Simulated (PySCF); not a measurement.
In(Br)(Me)(NH2) (CH₅BrInN), SMILES [CH3][In]([NH2])[Br].

Coordinates come from a B3LYP-D3(BJ)/def2-SVP optimisation. The structure was generated by enumeration; whether it is a known compound was not checked. The def2 effective core potentials stand for the cores of In; spin–orbit coupling is left out. One conformer was computed; it need not be the lowest.

Two levels are set side by side: PBE/def2-TZVP (PySCF) and PBE0/def2-TZVP (PySCF). Same geometry, gas phase. Differences are taken from unrounded values.

| quantity | PBE0 |
|---|---|
| orbital gap (eV) | 6.08 |
| highest occupied level (eV) | -7.27 |
| lowest empty level (eV) | -1.18 |
| dipole moment (D) | 3.65 |
| mean polarisability (bohr³) | 78.2 |

Question: What does PBE give, and how far is it from PBE0? (Estimate from the structure and the level; the computed values follow.)

Answer: 
```
quantity                       PBE  PBE minus PBE0
---------------------------  -----  --------------
orbital gap (eV)              3.94           -2.14
highest occupied level (eV)  -5.94            1.32
lowest empty level (eV)      -2.00           -0.82
dipole moment (D)             3.55           -0.09
mean polarisability (bohr³)   82.0             3.8
```

PBE's occupied levels lie high since its potential decays too fast outside the molecule; exact exchange lowers them and widens the gap. Loosely held outer electrons make PBE densities more polarisable. Differences between two approximate levels are no errors against the true value.

Rough cost on one machine, each run with all the roots and properties that it gave: PBE0 against PBE within a factor of 2.
